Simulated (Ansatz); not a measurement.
`C#CC[CH2][GeH3]` and `C#CCC` differ in one atom or group.

Ansatz, PBE0-D4/def2-TZVP geometries, multiplicity 1. Each molecule was computed in one conformer, which needn't be the lowest.

Scalar relativity is left out up to krypton.

| property | `C#CC[CH2][GeH3]` |
| --- | --- |
| HOMO energy (B3LYP/def2-TZVPP) / eV | -7.50 |
| HOMO–LUMO gap (B3LYP/def2-TZVPP) / eV | 7.75 |
| HOMO energy (ωB97M-V/def2-TZVPP) / eV | -9.98 |
| HOMO–LUMO gap (ωB97M-V/def2-TZVPP) / eV | 12.11 |
| LUMO energy (PBE/def2-TZVPP) / eV | -0.33 |
| HOMO energy (PBE0/def2-TZVPP) / eV | -7.73 |

Problem. Give the same properties after the change, and the shifts. (Estimate.)

Solution. Computed: 
| property | `C#CCC` | shift |
| --- | --- | --- |
| HOMO energy (B3LYP/def2-TZVPP) / eV | -7.43 | 0.07 |
| HOMO–LUMO gap (B3LYP/def2-TZVPP) / eV | 8.08 | 0.33 |
| HOMO energy (ωB97M-V/def2-TZVPP) / eV | -9.94 | 0.04 |
| HOMO–LUMO gap (ωB97M-V/def2-TZVPP) / eV | 12.49 | 0.38 |
| LUMO energy (PBE/def2-TZVPP) / eV | 0.04 | 0.37 |
| HOMO energy (PBE0/def2-TZVPP) / eV | -7.66 | 0.07 |

With PBE0 the HOMO rises by 0.07 eV and the LUMO rises by 0.44 eV, so the gap widens by about 0.37 eV. PBE moves the HOMO by 0.10 eV and ωB97M-V by 0.04 eV.

B3LYP here is the variant with VWN-RPA as its local correlation; programs differ in this.
